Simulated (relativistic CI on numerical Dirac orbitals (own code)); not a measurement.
# Charge states of holmium

Computed by Dirac-Coulomb-Breit CI, KLI orbitals optimised for each configuration, model QED (radiative potential, 1s self-energy scaled to tabulated hydrogen-like ionisation energies), valence Slater integrals scaled by 0.9 (own radial code, finite nucleus).

Each species is treated in one configuration, given outside its closed core. Radial values are for the open shell of highest l, unscaled and averaged over j; ζ includes the Breit term. Labels give the leading LS character, summed over repeated terms.

```
  Ion  Configuration  Its lowest level  LS weight (%)   ζ (cm⁻¹)  F² (cm⁻¹)  F⁴ (cm⁻¹)    g_J  g√(J(J+1))
Ho28+            4d3            4F_3/2             58      33500     201700     137200  0.633        1.23
Ho29+            4d2              3F_2             79      34260     203400     138500  0.744        1.82
Ho30+             4d            2D_3/2            100      35030                        0.796        1.54
Ho31+   3d10 4s2 4p6              1S_0            100                                                0.00
Ho32+   3d10 4s2 4p5           2P°_3/2            100     290700                        1.330        2.58
Ho33+   3d10 4s2 4p4              3P_2             71     295600     215100             1.352        3.31
Ho34+   3d10 4s2 4p3   J = 3/2 (mixed)             45     300500     216300             1.385        2.68
Ho35+   3d10 4s2 4p2              3P_0             72     305500     217600                          0.00
Ho36+    3d10 4s2 4p           2P°_1/2            100     310500                        0.661        0.57
Ho37+       3d10 4s2              1S_0            100                                                0.00
Ho38+        3d10 4s            2S_1/2            100                                   1.997        1.73
Ho39+           3d10              1S_0            100                                                0.00
Ho40+            3d9            2D_5/2            100     131500                        1.192        3.53
Ho41+            3d8              3F_4             88     134300     514600     331700  1.213        5.42
Ho42+            3d7            4F_9/2             62     137200     519800     335300  1.229        6.12
Ho43+            3d6     J = 4 (mixed)             39     140100     525100     338900  1.261        5.64
Ho44+            3d5   J = 5/2 (mixed)             27     143100     530300     342400  1.333        3.94
Ho45+            3d4              3P_0             59     146100     535500     346000               0.00
Ho46+            3d3   J = 3/2 (mixed)             48     149200     540700     349500  0.696        1.35
Ho47+            3d2              3F_2             75     152300     545800     353000  0.755        1.85
Ho48+             3d            2D_3/2            100     155500                        0.789        1.53
Ho49+        3s2 3p6              1S_0            100                                                0.00
Ho50+        3s2 3p5                 ?              ?          ?          ?          ?      ?           ?
Ho51+        3s2 3p4              3P_2             69  1.182e+06     475500             1.336        3.27
```

(1) Fill in the row of Ho50+.

Results:

(1) Its lowest level 2P°_3/2; LS weight (%) 100; ζ (cm⁻¹) 1.167e+06; g_J 1.323; g√(J(J+1)) 2.56.
